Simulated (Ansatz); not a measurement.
Program: Ansatz. Geometries: PBE0-D4/def2-TZVP. ΔE: electronic, gas phase. CBS: MP2 limit from def2 TZ/QZ plus the TZ coupled-cluster correction, frozen cores. Functionals use def2-TZVPP. For Se outer-core shells are correlated without core-valence functions, which leaves a few kJ/mol of doubt a bond. Scalar relativity is left out up to krypton. One conformer a species, not always the lowest.

Consider the ligand exchange at the Si–Se bond: `O[SiH]([SiH3])[SeH]` + silanol → `O[SiH]([SiH3])O[SiH3]` + H₂Se.

CCSD(T)/CBS gives -49.2 kJ/mol.

Problem. Another level gave -57.2 kJ/mol. Which?
A. ωB97X-V/def2-TZVPP
B. PBE-D4/def2-TZVPP
C. HF/def2-TZVPP
D. CCSD/def2-TZVPP

Solution. D. CCSD/def2-TZVPP -57.2, ωB97X-V -53.1, PBE-D4 -35.8, HF/def2-TZVPP -69.4 kJ/mol.

Largest T1 diagnostic among the species: 0.013.

From PBE to PBE0 (25 % exact exchange), in def2-TZVPP and without D4, ΔE moves by −5.0 kJ/mol. In def2-TZVPP, CCSD(T) changes the Hartree–Fock value by +15.4 kJ/mol (the triples alone add +3.2 kJ/mol) and MP2 by +21.2 kJ/mol.
